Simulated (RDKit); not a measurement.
RDKit input (MMFF94):

```python
from rdkit import Chem
from rdkit.Chem import AllChem, rdDetermineBonds

mol = Chem.MolFromXYZFile('mol.xyz')
rdDetermineBonds.DetermineBonds(mol, charge=0)
print('SMILES', Chem.MolToSmiles(Chem.RemoveHs(mol)))
ff = AllChem.MMFFGetMoleculeForceField(mol, AllChem.MMFFGetMoleculeProperties(mol))
e0 = ff.CalcEnergy()
flag = ff.Minimize(maxIts=5000, forceTol=1e-5)
print(f'energy {e0:.4f} -> {ff.CalcEnergy():.4f} kcal/mol, converged: {flag == 0}')
print(Chem.MolToXYZBlock(mol))
```
mol.xyz:
```
3

Si     0.37905529     0.37458605     1.09033515
Cl     1.11439094     1.83057975    -0.21844460
Br    -0.69289771    -1.03897316    -0.33003239
```

From its output:

```
Traceback (most recent call last):
  File "input.py", line 5, in <module>
ValueError: Final molecular charge (0) does not match input (-2); could not find valid bond ordering
```

The program stopped with an error.

The geometry given is a B3LYP-D3(BJ)/def2-TZVP minimum.
